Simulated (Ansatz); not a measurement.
The first iterations of a band of ClGeHO (4 atoms, charge 0, multiplicity 1).

Theory: Ansatz 0.2.0, RKS r2SCAN-D4/def2-SVP.

- movable images: 7
- climbing image: yes
- spring: 5.0 eV/Å²
- optimiser: quadratic models (default)
- start path: IDPP
- force threshold: 0.05 eV/Å
- iteration limit: 60
- end points: relaxed

Initial state:

```xyz
4
Properties=species:S:1:pos:R:3
O -0.862 0.583 -0.474
Ge -0.615 -0.618 0.812
Cl 1.587 -0.865 0.589
H -0.054 0.840 -0.947
```

Final state:

```xyz
4
Properties=species:S:1:pos:R:3
O -0.066 0.603 -0.679
Ge -0.537 -0.492 0.654
Cl 1.485 -1.253 1.047
H -0.826 1.081 -1.043
```

| iteration | highest image above the first end (eV) | largest band force component (eV/Å) |
| --- | --- | --- |
| 1 | 0.526 | 1.664 |
| 2 | 0.443 | 0.713 |

Question: Does the band converge within its limit, and where does its top end?

Answer: The forces met the threshold. It ended after 6 iterations with the highest image 0.428 eV above the first end. A vibrational analysis at the climbing image gives 2 clearly imaginary modes (629i, 283i cm⁻¹): a point of higher order, so a lower path passes nearby.

The run took 89 s on 1 thread of Intel(R) Xeon(R) Platinum 8488C (Sapphire Rapids), with other jobs on the host, peak memory 0.14 GiB.
